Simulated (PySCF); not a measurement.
## Computed properties of Si(H)(SH)3 (H4S3Si), SMILES S[SiH](S)S

Si(H)(SH)3 (H4S3Si), SMILES S[SiH](S)S. The structure is a stationary point at PBE0-D3(BJ)/def2-SVP. The values are those of a single conformer. All values are computed for the isolated molecule unless a solvent is named; none is compared with measurement here.

**Structure.** All 18 harmonic modes at PBE0-D3(BJ)/def2-SVP (PySCF) are real, so it is a minimum. With heavy atoms numbered as in [SiH:1]([SH:2])([SH:3])[SH:4], the shortest bond between them is Si1–S4 at 2.135 Å and the longest Si1–S3 at 2.144 Å.

**Vibrations.** The strongest infrared lines (harmonic, unscaled, degenerate partners summed) lie at 866 cm⁻¹ (112 km/mol, H 90 %), 2249 cm⁻¹ (92 km/mol, H 97 %), 797 cm⁻¹ (84 km/mol, H 89 %). The softest mode is at 113 cm⁻¹ and the zero-point energy is 24.1 kcal/mol.

**Electronic structure.** ωB97X/def2-TZVP (PySCF) places the frontier levels at -9.91 and 1.74 eV, a gap of 11.65 eV, and gives a dipole moment of 1.08 D and a mean polarisability of 80.2 bohr³. PBE/def2-TZVP (PySCF) at the same geometry gives -6.33 and -1.28 eV, so its gap is 6.60 eV narrower. An orbital gap is neither the optical nor the fundamental gap.

**Excitations.** TDDFT-ωB97X/def2-SVPD (PySCF) has S1 at 6.05 eV (205 nm, f = 0.004, weak); the most intense of the 10 singlets computed lies at 6.80 eV (f = 0.05). T1 (TDA) is at 5.69 eV. TDDFT-PBE/def2-SVPD (PySCF) puts S1 at 5.13 eV. No vertical singlet excitation falls in the visible range (under 3.1 eV).

**NMR.** GIAO shifts at B3LYP/pcSseg-1 (PySCF) (non-relativistic, atoms alike by connectivity averaged): ¹H from 1.3 to 6.2 ppm against TMS; ²⁹Si at 25.8 ppm against TMS.
